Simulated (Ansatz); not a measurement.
Reaction (hydrogenolysis of a C–O bond): `N[SiH2]NCO` + H₂ → `CN[SiH2]N` + H₂O

Program: Ansatz. Geometries: PBE0-D4/def2-TZVP. ΔE: electronic, gas phase. CCSD(T)/CBS is the MP2 limit (def2-TZVPP, def2-QZVPP) plus CCSD(T) − MP2 in def2-TZVPP, frozen cores. This one scheme is used for every species. DFT in def2-TZVPP. One conformer a species, not always the lowest.

| species | PBE-D4 energy (Eh) |
| --- | --- |
| `N[SiH2]NCO` | -516.88231 |
| H₂ | -1.16621 |
| `CN[SiH2]N` | -441.69391 |
| H₂O | -76.38027 |

Problem. Work out ΔE.

Solution. ΔE = (-441.69391) + (-76.38027) − (-516.88231) − (-1.16621) = -0.02566 Eh = -67.4 kJ/mol. CCSD(T)/CBS gives -77.9 kJ/mol.

Largest T1 diagnostic among the species: 0.011.

The D4 term adds +4.3 kJ/mol with B3LYP and +2.4 kJ/mol with PBE0; it sums over pairs of atoms, weighted by their polarisabilities, and B3LYP, whose exchange is more repulsive, gets the larger term. From PBE to PBE0 (25 % exact exchange), in def2-TZVPP and without D4, ΔE moves by −5.3 kJ/mol.

B3LYP here is the variant with VWN-RPA as its local correlation; programs differ in this.
